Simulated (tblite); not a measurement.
Species: C₇H₁₁N (charge +1 and doublet state).
Z-matrix (Å and degrees, GFN2-xTB geometry), rows numbered from 1:
```
C 
C   1  1.3597
N   2  1.3070  1  123.65
C   3  1.2240  2  164.90  1   -94.68
C   4  1.4927  3  135.32  2  -175.93
C   5  1.5387  4   90.52  3   174.82
C   4  1.5340  3  133.52  2     0.42
C   7  1.5116  4  114.23  3   -54.53
H   1  1.0770  2  121.72  3     1.83
H   1  1.0751  2  120.34  3  -178.29
H   2  1.0856  1  121.19  3   175.68
H   5  1.0896  4  112.57  3   -67.34
H   5  1.0897  4  112.80  3    56.19
H   6  1.0856  5  114.86  4   119.97
H   6  1.0861  5  113.90  4  -112.98
H   7  1.0926  4  108.87  3    70.30
H   8  1.0893  7  108.45  4  -172.57
H   8  1.0877  7  111.43  4   -54.07
H   8  1.0874  7  111.32  4    68.02
```

Method: GFN2-xTB as coded in tblite; computed harmonic values from a numerical Hessian at the method's own geometry, unscaled. Errors from tens to a few hundred cm⁻¹ against measured bands are possible. One conformer, not necessarily the lowest. Open shells enter through the occupations alone, without spin polarisation, and single modes of such species can be off by tens of per cent.

Harmonic wavenumbers (cm⁻¹): 52.5, 63.4, 112.4, 153.8, 207.6, 218.5, 335.5, 398.5, 453.4, 481.8, 550.5, 569.4, 753.0, 766.2, 848.1, 888.7, 912.7, 930.2, 950.2, 987.0, 1000.7, 1023.9, 1038.7, 1110.5, 1128.4, 1145.4, 1168.8, 1186.5, 1218.8, 1232.2, 1247.7, 1268.7, 1358.7, 1374.0, 1393.3, 1445.2, 1459.7, 1470.1, 1487.1, 1928.0, 2951.6, 2994.3, 3003.3, 3019.0, 3022.9, 3045.6, 3049.2, 3055.3, 3059.8, 3114.1, 3161.3.

A = 3975, B = 1245, C = 1040 MHz; mass 109.089 u (most abundant isotopes); point group C1, symmetry number 1; spin multiplicity 2.

**Question.** What is the zero-point energy?

**Answer.** Half the sum of the wavenumbers: 34898 cm⁻¹ = 417.48 kJ/mol.

**Question.** What is S at 200 K and 1 bar for an ideal gas of classical rigid rotors and harmonic oscillators?

**Answer.** Translation 159.08, rotation 114.37, vibration 70.72, spin (R ln 2) 5.76: S = 349.9 J/(mol K).

**Question.** And Cp and H(200 K) − H(0)?

**Answer.** Cp = 107.64 J/(mol K), of which vibrations give 74.39 (their classical limit is 51 R = 424.0); H(200 K) − H(0) = 14.28 kJ/mol without the zero-point energy, 7.63 from vibrations.

**Question.** Which modes carry the vibrational entropy at 200 K?

**Answer.** 52.5 cm⁻¹: 16.46; 63.4 cm⁻¹: 14.91; 112.4 cm⁻¹: 10.30; 153.8 cm⁻¹: 7.89; 207.6 cm⁻¹: 5.71; 218.5 cm⁻¹: 5.36 J/(mol K); the other 45 give 10.08 together.

**Question.** How do the functions run with temperature in this model?

**Answer.** 
```tsv
T (K)	S (J/(mol K))	Cp (J/(mol K))	H − H(0) (kJ/mol)	G − H(0) (kJ/mol)	ln q(vib)
100	288.8	73.1	5.27	-23.62	1.60
300	401.1	148.6	27.04	-93.29	6.20
500	496.4	227.5	65.01	-183.17	10.81
800	621.6	304.3	145.83	-351.43	17.71
1000	693.2	337.6	210.19	-483.05	22.08
```

q(vib) and H(0) count from the zero-point level.

**Question.** Blend soft modes into free rotors: weight 1/[1 + (100 cm⁻¹/ν̃)⁴] for the oscillator and the rest for a rotor with moment μB/(μ + B), μ = h/(8π²ν), B = 10⁻⁴⁴ kg m². What vibrational entropy results?

**Answer.** 65.20 J/(mol K) in place of 70.72, which changes −T·S at 200 K by +1.10 kJ/mol.

**Question.** What must be added to the electronic energy to get the Gibbs energy at 200 K and 1 bar?

**Answer.** ZPE + [H(200 K) − H(0)] − T·S = 417.48 + 14.28 − 69.98 = 361.78 kJ/mol.

Hindered rotation and anharmonicity are outside this model. Other conformers, if any are populated, would add a mixing term that is left out. The structure is chiral; the term R ln 2 for an equal mix with its mirror image is left out.

Hardware: one thread, Arm Neoverse V2 (aarch64), no GPU, shared host with 96 logical CPUs at a one-minute load of 15. Cost: 0.49 s wall. The figure is for the frequency step alone.
